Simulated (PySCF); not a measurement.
# Spinor energies of Ru (ruthenium, neutral)

Start: [Kr] 4d7 5s1; 4d3/2 filled at m_j = +1/2, +3/2; 4d5/2 filled at m_j = -3/2, -1/2, +1/2, +3/2, +5/2; 5s1/2 filled at m_j = +1/2. Calculated with PySCF 2.14 in x2c-TZVPall-2c with one added diffuse shell each of s, p, d type (9s10p8d1f, 86 functions): generalised Hartree-Fock with the X2C-1e Hamiltonian and a Gaussian nucleus; one run each with spin-orbit coupling (SO) switched off, then screened by Boettger's factors. This is a chosen level, not necessarily the ground level.

| spinor shell | electrons | ε, spin-free (eV) | ε, screened SO (eV) | weight of nominal j (screened SO) | rms radius, screened SO (bohr) |
| --- | --- | --- | --- | --- | --- |
| 1s1/2 | 2 | -22234.8 | -22233.4 | 1.000 | 0.0384 |
| 2s1/2 | 2 | -3276.5 | -3276.0 | 1.000 | 0.158 |
| 2p1/2 | 2 | -2927.7 | -3018.2 | 1.000 | 0.137 |
| 2p3/2 | 4 | -2927.7 | -2885.4 | 1.000 | 0.142 |
| 3s1/2 | 2 | -611.11 | -610.95 | 1.000 | 0.428 |
| 3p1/2 | 2 | -493.44 | -509.38 | 1.000 | 0.425 |
| 3p3/2 | 4 | -493.44 | -485.90 | 1.000 | 0.436 |
| 3d3/2 | 4 | -304.36 | -307.17 | 0.993 | 0.416 |
| 4s1/2 | 2 | -93.591 | -93.534 | 1.000 | 1.09 |
| 4p1/2 | 2 | -58.284 | -62.613 | 0.823 | 1.21 |
| 4p3/2 | 4 | -58.284 | -56.141 | 0.912 | 1.22 |
| 4d5/2 | 5 | -10.757 | -11.479 | 0.552 | 1.82 |
| 4d3/2 | 2 | -10.757 | -8.956 | 0.640 | 1.87 |
| 5s1/2 | 1 | -6.482 | -6.478 | 0.999 | 3.83 |

Question: Where does 3d5/2 lie, and what is the 3d spin-orbit splitting (screened SO)?

Answer: At -302.30 eV, 4.871 eV above 3d3/2.

| quantity | spin-free | screened SO |
| --- | --- | --- |
| E (hartree) | -4527.66533 | -4528.31433 |
| M_J | 5 | 5 |
| ⟨J²⟩ | 30.009 | 30.010 |
| ⟨L²⟩ | 12.006 | 12.091 |
| ⟨S²⟩ | 6.003 | 5.976 |

Each row is a mean over spinors that exchange with the open shell spreads, by up to 7.661 eV (4p3/2).

Rows whose weight is well below 1 are mixtures of j = l ± 1/2: exchange outweighs spin-orbit coupling there, and the label is only the starting occupation.

Breit and QED terms are absent; they matter most for the inner s and p1/2 levels.

Densities and radii are taken from the X2C orbitals without a picture-change correction, which distorts them close to the nucleus.

Without spin-orbit coupling the j labels of p, d and f shells carry no meaning; the spin-free column gives the mean over the occupied spinors of each nl shell.
